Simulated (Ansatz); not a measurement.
The cluster Si15. The state is a singlet with charge 0. Geometry r2SCAN-D4/def2-SVP, loosely relaxed.

Cartesian coordinates in Å:
```
Si 0.182 2.730 -0.365
Si 1.390 -1.641 -0.357
Si -3.573 0.181 1.196
Si 1.945 1.121 -0.147
Si -2.283 -1.435 2.638
Si -2.058 1.081 2.948
Si 3.103 1.510 -2.260
Si -0.653 -2.702 -1.144
Si -1.639 -1.113 0.298
Si -1.387 1.229 0.578
Si 2.345 -0.743 -2.277
Si 0.664 1.419 -2.265
Si -0.235 -0.254 2.013
Si 0.071 -0.866 -2.441
Si 2.127 -0.517 1.586
```

The geometry of the charge 0 singlet is only loosely relaxed. The structure comes from a short search, and lower isomers may exist.

Estimate the orbital energies around the gap (eV) in Ansatz with HF/STO-3G, PBE-D4/def2-SVP, r2SCAN-D4/def2-SVP, PBE0-D4/def2-SVP.


| orbital | HF/STO-3G | PBE-D4/def2-SVP | r2SCAN-D4/def2-SVP | PBE0-D4/def2-SVP |
| --- | --- | --- | --- | --- |
| HOMO−5 | -4.52 | -6.24 | -6.55 | -7.10 |
| HOMO−4 | -4.30 | -6.14 | -6.41 | -7.00 |
| HOMO−3 | -4.09 | -5.89 | -6.15 | -6.73 |
| HOMO−2 | -3.76 | -5.82 | -6.08 | -6.64 |
| HOMO−1 | -3.24 | -5.54 | -5.79 | -6.31 |
| HOMO | -3.06 | -5.37 | -5.60 | -6.13 |
| LUMO | 4.14 | -4.20 | -4.29 | -3.73 |
| LUMO+1 | 5.11 | -3.81 | -3.91 | -3.30 |
| LUMO+2 | 5.55 | -3.65 | -3.73 | -3.13 |
| LUMO+3 | 5.87 | -3.35 | -3.41 | -2.79 |
| LUMO+4 | 6.57 | -3.08 | -3.14 | -2.50 |
| LUMO+5 | 6.83 | -2.80 | -2.84 | -2.22 |
